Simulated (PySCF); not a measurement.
How methods differ on the ionisation energy of Sc⁺

Sc⁺ [Ar] 3d1 4s1 (3D) → Sc²⁺ [Ar] 3d1 (2D), as a difference of total energies. All numbers are calculated (PySCF 2.14, scalar relativity by spin-free X2C-1e, in x2c-QZVPPall (11s7p5d3f2g, 96 functions)). Correlated levels: valence: [Ar] frozen. The calculations carry no spin-orbit coupling.

| method | ionisation energy (eV) |
| --- | --- |
| UHF | 12.221 |
| MP2 (valence) | 12.315 |
| SCS-MP2 (valence) | 12.253 |
| CCSD (valence) | 12.353 |

Question: How much does correlation contribute at MP2 (valence)?

Answer: 12.315 − (12.221) = 0.094 eV, measured against UHF.

The reference lies between the lowest fine-structure levels, while these numbers refer to the centres of the terms.

Errors of the correlated levels include the incompleteness of this basis and the frozen core.

With two correlated electrons CCSD is exact in that space.

For comparison: 12.800 eV (measured; NIST Atomic Spectra Database, ionization energies).
